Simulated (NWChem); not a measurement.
Program: NWChem. System: HSn, charge 0, spin multiplicity 2, at a geometry optimised with UPBE/def2-SVP with def2 effective core potentials on Sn. The structure started from a generated list of species. Its SCF solution wasn't tested for a lower state. Level: UHF/def2-TZVP with def2 effective core potentials on Sn.

The NWChem input:

```
start mol
memory heap 200 mb stack 900 mb global 1100 mb
geometry units angstroms nocenter noautoz
  Sn     0.000000     0.000000     0.035451
  H      0.000000     0.000000    -1.772549
  symmetry group C2v
end
basis spherical
  * library def2-tzvp
end
ecp
  Sn library def2-ecp
end
scf
  uhf
  nopen 1
  maxiter 100
  thresh 1e-7
  semidirect memsize 60000000 filesize 0
  # guess.movecs holds the orbitals of an unrestricted PBE0 run
  vectors input guess.movecs output mol.movecs
end
task scf energy
```

Output (cleaned and shortened):

```
             Northwest Computational Chemistry Package (NWChem) 7.3.0
             --------------------------------------------------------

                                NWChem Input Module
                                -------------------

 Scaling coordinates for geometry "geometry" by  1.889725989
 (inverse scale =  0.529177249)

 Turning off AUTOSYM since
 SYMMETRY directive was detected!

                             Geometry "geometry" -> ""
                             -------------------------

 Output coordinates in angstroms (scale by  1.889725989 to convert to a.u.)

  No.       Tag          Charge          X              Y              Z
 ---- ---------------- ---------- -------------- -------------- --------------
    1 Sn                  50.0000     0.00000000     0.00000000     0.03545100
    2 H                    1.0000     0.00000000     0.00000000    -1.77254900

 Effective nuclear repulsion energy (a.u.)      14.6343265763

            Nuclear Dipole moment (a.u.)
            ----------------------------
        X                 Y               Z
 ---------------- ---------------- ----------------
     0.0000000000     0.0000000000     0.0000018897

      Symmetry information
      --------------------

 Group name             C2v
 Group number             16
 Group order               4
 No. of unique centers     2

      Symmetry unique atoms

     1    2


 Summary of "ao basis" -> "" (spherical)
 ------------------------------------------------------------------------------
       Tag                 Description            Shells   Functions and Types
 ---------------- ------------------------------  ------  ---------------------
 *                         def2-tzvp                  on all atoms

 Summary of "ao basis" -> "ao basis" (spherical)
 ------------------------------------------------------------------------------
       Tag                 Description            Shells   Functions and Types
 ---------------- ------------------------------  ------  ---------------------
 Sn                        def2-tzvp                16       50   6s5p3d2f
 H                         def2-tzvp                 4        6   3s1p

                                 NWChem SCF Module
                                 -----------------

  ao basis        = "ao basis"
  functions       =    56
  atoms           =     2
  alpha electrons =    12
  beta  electrons =    11
  charge          =   0.00
  wavefunction    = UHF
  use symmetry    = T
  symmetry adapt  = T

 Summary of "ao basis" -> "ao basis" (spherical)
 ------------------------------------------------------------------------------
       Tag                 Description            Shells   Functions and Types
 ---------------- ------------------------------  ------  ---------------------
 Sn                        def2-tzvp                16       50   6s5p3d2f
 H                         def2-tzvp                 4        6   3s1p

      Symmetry analysis of basis
      --------------------------

        a1         25
        a2          5
        b1         13
        b2         13

 Forming initial guess at       0.1s

   Symmetry analysis of molecular orbitals - initial alpha
   -------------------------------------------------------

  Numbering of irreducible representations:

     1 a1          2 a2          3 b1          4 b2

  Orbital symmetries:

     1 a1          2 b1          3 b2          4 a1          5 a1
     6 a2          7 b1          8 a1          9 b2         10 a1
    11 a1         12 b2         13 b1         14 a1         15 b2
    16 a1         17 b1         18 a1         19 b2         20 a2
    21 b1         22 a1

   Symmetry analysis of molecular orbitals - initial beta
   ------------------------------------------------------

  Numbering of irreducible representations:

     1 a1          2 a2          3 b1          4 b2

  Orbital symmetries:

     1 a1          2 b1          3 a1          4 b2          5 a1
     6 b1          7 a2          8 a1          9 b2         10 a1
    11 a1         12 b1         13 b2         14 a1         15 a1
    16 b1         17 b2         18 a1         19 b1         20 b2
    21 a2         22 a1

 Starting SCF solution at       0.1s

 ----------------------------------------------
         Quadratically convergent UHF

 Convergence threshold     :          1.000E-07
 Maximum no. of iterations :          100
 Integral*density screening:          1.000E-09
 ----------------------------------------------

              iter       energy          gnorm     gmax       time
             ----- ------------------- --------- --------- --------
                 1     -213.8944386236  2.45D-01  5.09D-02      0.5
                 2     -213.9030824889  1.37D-02  3.43D-03      0.6
                 3     -213.9031454792  1.80D-04  5.08D-05      0.6
                 4     -213.9031454966  2.97D-08  9.08D-09      0.7

       Final UHF  results
       ------------------

         Total SCF energy =   -213.903145496551
      One electron energy =   -389.482584563705
      Two electron energy =    169.140335373573
 Nuclear repulsion energy =      6.439103693580

                       Sz =      0.5000
                 Sz(Sz+1) =      0.7500
                      S^2 =      0.7648

        Time for solution =      0.6s

       Symmetry analysis of molecular orbitals - alpha
       -----------------------------------------------

  Numbering of irreducible representations:

     1 a1          2 a2          3 b1          4 b2

  Orbital symmetries:

     1 a1          2 b1          3 b2          4 a1          5 a1
     6 a2          7 b1          8 a1          9 b2         10 a1
    11 a1         12 b2         13 b1         14 a1         15 b2
    16 b1         17 a1         18 a1         19 b2         20 a2
    21 a1         22 b1

       Symmetry analysis of molecular orbitals - beta
       ----------------------------------------------

  Numbering of irreducible representations:

     1 a1          2 a2          3 b1          4 b2

  Orbital symmetries:

     1 a1          2 b1          3 a1          4 b2          5 a1
     6 b1          7 a2          8 a1          9 b2         10 a1
    11 a1         12 b1         13 b2         14 a1         15 b1
    16 a1         17 b2         18 a1         19 b1         20 b2
    21 a2         22 a1

          Final alpha eigenvalues
          -----------------------

              1
    1   -5.8611
    2   -4.0525
    3   -4.0485
    4   -4.0410
    5   -1.3193
    6   -1.3170
    7   -1.3124
    8   -1.3064
    9   -1.3039
   10   -0.5959
   11   -0.3561
   12   -0.2644
   13   -0.0133
   14    0.1084
   15    0.1713
   16    0.1861
   17    0.1937
   18    0.2722
   19    0.2757
   20    0.2757
   21    0.2809
   22    0.2890

          Final beta eigenvalues
          ----------------------

              1
    1   -5.8582
    2   -4.0535
    3   -4.0420
    4   -4.0380
    5   -1.3180
    6   -1.3127
    7   -1.3123
    8   -1.3018
    9   -1.2992
   10   -0.5465
   11   -0.3413
   12   -0.0012
   13    0.0345
   14    0.1169
   15    0.1909
   16    0.1993
   17    0.2172
   18    0.2875
   19    0.2928
   20    0.3184
   21    0.3184
   22    0.3281

                    UHF Final Alpha Molecular Orbital Analysis
                    ------------------------------------------

 Vector   10  Occ=1.000000D+00  E=-5.958771D-01  Symmetry=a1
              MO Center=  2.4D-14,  1.1D-15, -4.9D-01, r^2= 2.0D+00
   Bfn.  Coefficient  Atom+Function         Bfn.  Coefficient  Atom+Function
  ----- ------------  ---------------      ----- ------------  ---------------
     5      0.625337  1 Sn s                  2      0.493294  1 Sn s
     6      0.411594  1 Sn s                  3     -0.379756  1 Sn s
     4     -0.321690  1 Sn s                  1     -0.311370  1 Sn s
    52      0.170156  2 H  s

 Vector   11  Occ=1.000000D+00  E=-3.561267D-01  Symmetry=a1
              MO Center=  3.0D-15, -2.8D-15, -3.9D-01, r^2= 3.1D+00
   Bfn.  Coefficient  Atom+Function         Bfn.  Coefficient  Atom+Function
  ----- ------------  ---------------      ----- ------------  ---------------
     6      0.335263  1 Sn s                 18      0.321120  1 Sn pz
     5      0.307653  1 Sn s                 52     -0.252855  2 H  s
    12     -0.251482  1 Sn pz                 2      0.238585  1 Sn s
    53     -0.220345  2 H  s                 15      0.208661  1 Sn pz
     3     -0.190427  1 Sn s                  1     -0.150530  1 Sn s

 Vector   12  Occ=1.000000D+00  E=-2.643657D-01  Symmetry=b2
              MO Center= -1.5D-14, -5.9D-15,  2.6D-02, r^2= 3.3D+00
   Bfn.  Coefficient  Atom+Function         Bfn.  Coefficient  Atom+Function
  ----- ------------  ---------------      ----- ------------  ---------------
    17      0.581578  1 Sn py                11     -0.347990  1 Sn py
    14      0.290485  1 Sn py                20      0.291357  1 Sn py

 Vector   13  Occ=0.000000D+00  E=-1.325938D-02  Symmetry=b1
              MO Center=  3.5D-13, -6.0D-15,  2.0D-02, r^2= 4.8D+00
   Bfn.  Coefficient  Atom+Function         Bfn.  Coefficient  Atom+Function
  ----- ------------  ---------------      ----- ------------  ---------------
    19      0.608338  1 Sn px                16      0.326780  1 Sn px
    10     -0.278363  1 Sn px                13      0.229947  1 Sn px

 Vector   14  Occ=0.000000D+00  E= 1.084107D-01  Symmetry=a1
              MO Center=  5.5D-14,  1.7D-14,  7.5D-01, r^2= 7.9D+00
   Bfn.  Coefficient  Atom+Function         Bfn.  Coefficient  Atom+Function
  ----- ------------  ---------------      ----- ------------  ---------------
    21      1.474711  1 Sn pz                53      1.408031  2 H  s
     6     -0.828881  1 Sn s

 Vector   15  Occ=0.000000D+00  E= 1.713410D-01  Symmetry=b2
              MO Center= -1.7D-15,  5.2D-16,  3.8D-02, r^2= 1.0D+01
   Bfn.  Coefficient  Atom+Function         Bfn.  Coefficient  Atom+Function
  ----- ------------  ---------------      ----- ------------  ---------------
    20      1.578363  1 Sn py                17     -1.385617  1 Sn py
    11      0.187414  1 Sn py

                     UHF Final Beta Molecular Orbital Analysis
                     -----------------------------------------

 Vector    9  Occ=1.000000D+00  E=-1.299234D+00  Symmetry=b2
              MO Center= -4.7D-17,  1.1D-15,  3.5D-02, r^2= 3.9D-01
   Bfn.  Coefficient  Atom+Function         Bfn.  Coefficient  Atom+Function
  ----- ------------  ---------------      ----- ------------  ---------------
    23      0.907624  1 Sn d -1              28      0.158701  1 Sn d -1

 Vector   10  Occ=1.000000D+00  E=-5.464879D-01  Symmetry=a1
              MO Center= -7.0D-15, -3.9D-15, -7.2D-01, r^2= 1.9D+00
   Bfn.  Coefficient  Atom+Function         Bfn.  Coefficient  Atom+Function
  ----- ------------  ---------------      ----- ------------  ---------------
     5      0.591990  1 Sn s                  2      0.466402  1 Sn s
     3     -0.364696  1 Sn s                  6      0.336010  1 Sn s
     1     -0.294433  1 Sn s                  4     -0.289073  1 Sn s
    52      0.219208  2 H  s

 Vector   11  Occ=1.000000D+00  E=-3.413242D-01  Symmetry=a1
              MO Center= -6.5D-16, -1.2D-15, -1.3D-01, r^2= 3.1D+00
   Bfn.  Coefficient  Atom+Function         Bfn.  Coefficient  Atom+Function
  ----- ------------  ---------------      ----- ------------  ---------------
     5      0.393596  1 Sn s                  6      0.382275  1 Sn s
     2      0.305522  1 Sn s                 18      0.297618  1 Sn pz
     3     -0.245889  1 Sn s                 12     -0.245749  1 Sn pz
    52     -0.244700  2 H  s                 53     -0.225139  2 H  s
    15      0.210574  1 Sn pz                 1     -0.192790  1 Sn s

 Vector   12  Occ=0.000000D+00  E=-1.226971D-03  Symmetry=b1
              MO Center=  3.6D-13,  2.6D-16,  3.5D-02, r^2= 5.1D+00
   Bfn.  Coefficient  Atom+Function         Bfn.  Coefficient  Atom+Function
  ----- ------------  ---------------      ----- ------------  ---------------
    19      0.648702  1 Sn px                16      0.283288  1 Sn px
    10     -0.271999  1 Sn px                13      0.232975  1 Sn px

 Vector   13  Occ=0.000000D+00  E= 3.450811D-02  Symmetry=b2
              MO Center=  1.5D-15, -3.7D-13,  2.7D-02, r^2= 5.8D+00
   Bfn.  Coefficient  Atom+Function         Bfn.  Coefficient  Atom+Function
  ----- ------------  ---------------      ----- ------------  ---------------
    20      0.775947  1 Sn py                11     -0.249822  1 Sn py
    14      0.238286  1 Sn py

 Vector   14  Occ=0.000000D+00  E= 1.169379D-01  Symmetry=a1
              MO Center= -3.9D-15, -2.4D-15,  8.1D-01, r^2= 8.2D+00
   Bfn.  Coefficient  Atom+Function         Bfn.  Coefficient  Atom+Function
  ----- ------------  ---------------      ----- ------------  ---------------
    21      1.551899  1 Sn pz                53      1.417713  2 H  s
     6     -0.836737  1 Sn s                  2     -0.155956  1 Sn s

 center of mass
 --------------
 x =   0.00000000 y =   0.00000000 z =   0.03803489

 moments of inertia (a.u.)
 ------------------
          11.664955249452           0.000000000000           0.000000000000
           0.000000000000          11.664955249452           0.000000000000
           0.000000000000           0.000000000000           0.000000000000

  Mulliken analysis of the total density
  --------------------------------------

    Atom       Charge   Shell Charges
 -----------   ------   -------------------------------------------------------
    1 Sn  22    21.87   0.29 -0.77  1.54  0.95  1.05  0.84 -0.40  6.36  0.50  1.07  0.38  8.95  1.04  0.08  0.01  0.00
    2 H    1     1.13   0.21  0.57  0.34  0.01

  Mulliken analysis of the alpha density
  --------------------------------------

    Atom       Charge   Shell Charges
 -----------   ------   -------------------------------------------------------
    1 Sn  22    11.46   0.14 -0.39  0.77  0.47  0.52  0.44 -0.20  3.18  0.35  0.83  0.31  4.46  0.53  0.05  0.00  0.00
    2 H    1     0.54   0.10  0.27  0.16  0.00

   Mulliken analysis of the beta density
   -------------------------------------

    Atom       Charge   Shell Charges
 -----------   ------   -------------------------------------------------------
    1 Sn  22    10.41   0.14 -0.39  0.77  0.47  0.53  0.41 -0.20  3.17  0.15  0.25  0.07  4.48  0.51  0.03  0.00  0.00
    2 H    1     0.59   0.11  0.30  0.18  0.00

   Mulliken analysis of the spin density
   -------------------------------------

    Atom       Charge   Shell Charges
 -----------   ------   -------------------------------------------------------
    1 Sn  22     1.05  -0.00  0.00 -0.00 -0.00 -0.01  0.03 -0.00  0.01  0.20  0.58  0.24 -0.02  0.02  0.02 -0.00 -0.00
    2 H    1    -0.05  -0.01 -0.03 -0.02  0.00

       Multipole analysis of the density wrt the origin
       ------------------------------------------------

     L   x y z        total         alpha         beta         nuclear
     -   - - -        -----         -----         ----         -------
     0   0 0 0     -0.000000    -12.000000    -11.000000     23.000000

     1   1 0 0      0.000000     -0.000000      0.000000      0.000000
     1   0 1 0      0.000000      0.000000      0.000000      0.000000
     1   0 0 1      0.210801      1.055182      1.031412     -1.875793

     2   2 0 0    -16.703353     -9.479776     -7.223577      0.000000
     2   1 1 0     -0.000000     -0.000000     -0.000000      0.000000
     2   1 0 1      0.000000      0.000000      0.000000      0.000000
     2   0 2 0    -21.617381    -14.762912     -6.854470      0.000000
     2   0 1 1     -0.000000     -0.000000      0.000000      0.000000
     2   0 0 2    -22.505529    -17.818503    -16.005796     11.318770

 Task  times  cpu:        0.7s     wall:        0.7s

 Total times  cpu:        0.7s     wall:        0.7s
```
